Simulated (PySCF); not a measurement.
Question: Give a PBE0-D3(BJ)/def2-SVP geometry of `PB[AsH2]`.

Answer: 
```xyz
8
AsBH5P angstrom
P     -1.7336    0.1077   -0.0574
B      0.0035   -0.0576    0.6212
As     1.4601   -1.1052   -0.2765
H     -2.1459    1.3621    0.4630
H     -1.5432    0.4711   -1.4166
H      0.1713    0.2246    1.7838
H      2.5973   -0.1887    0.1381
H      1.3227   -0.5524   -1.6854
```

Orientation and origin are arbitrary. Atoms count from 1 in this order. P1 (three-coordinate phosphorus) is pyramidal (angles 104.2°, 102.4° and 99.4°, sum 306.0°, 0.68 Å off the plane of its three neighbours). As3 (arsenic bonded to B and 2 H) is pyramidal (angles 99.2°, 96.1° and 95.8°, sum 291.1°, 0.83 Å off the plane of its three neighbours). B2 (three-coordinate boron) is almost planar (angles 123.9°, 117.2° and 116.9°, sum 357.9°, 0.14 Å off the plane of its three neighbours).

Bonds between heavy atoms (Å): P1–B2 1.872, B2–As3 2.006.

Level of theory: PBE0-D3(BJ)/def2-SVP geometry optimisation, gas phase (PySCF).

No frequency check. One conformer, not necessarily the lowest (H–P1–B2–As3 -152° and -49°, P1–B2–As3–H 146° and 49°).
